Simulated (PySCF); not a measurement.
wavenumber (cm⁻¹), absorption (km/mol per cm⁻¹) and a bar:
```
        0      0.007 
       16      0.008 
       32      0.009 
       48      0.011 
       64      0.014 
       80      0.023 
       96      0.059 
      112      0.057 
      128      0.026 
      143      0.021 
      159      0.021 
      175      0.025 
      191      0.031 
      207      0.044 
      223      0.069 
      239      0.136 #
      255      0.379 ##
      271      0.941 ####
      287      0.348 #
      303      0.190 #
      319      0.310 #
      335      0.285 #
      351      0.103 
      367      0.056 
      383      0.040 
      399      0.033 
      414      0.030 
      430      0.028 
      446      0.028 
      462      0.029 
      478      0.030 
      494      0.032 
      510      0.035 
      526      0.039 
      542      0.044 
      558      0.050 
      574      0.057 
      590      0.067 
      606      0.081 
      622      0.099 
      638      0.124 #
      654      0.162 #
      670      0.223 #
      685      0.328 #
      701      0.539 ##
      717      1.075 #####
      733      3.039 #############
      749      6.694 #############################
      765      2.756 ############
      781      2.624 ###########
      797      6.972 ##############################
      813      5.900 #########################
      829      1.808 ########
      845      0.801 ###
      861      0.451 ##
      877      0.291 #
      893      0.204 #
      909      0.151 #
      925      0.117 
      941      0.093
```

This is the computed harmonic infrared spectrum of singlet VF₅, Lorentzian lines of 24 cm⁻¹ full width. These are results of PBE in PySCF with V def2-SVP, F def2-SVP; no relativity; density-fitted integrals, not measurements.

**Question.** Which bands make it up, and how are they assigned?

**Answer.** In D3h symmetry, counting bands above 1 % of the strongest: 270 cm⁻¹ (e', bend, 35 km/mol); 327 cm⁻¹ (a2'', bend, 13 km/mol); 747 cm⁻¹ (a2'', stretch, 245 km/mol); 804 cm⁻¹ (e', stretch, 334 km/mol).

Stability towards spin polarisation was not tested. This need not be the most stable arrangement of these atoms.
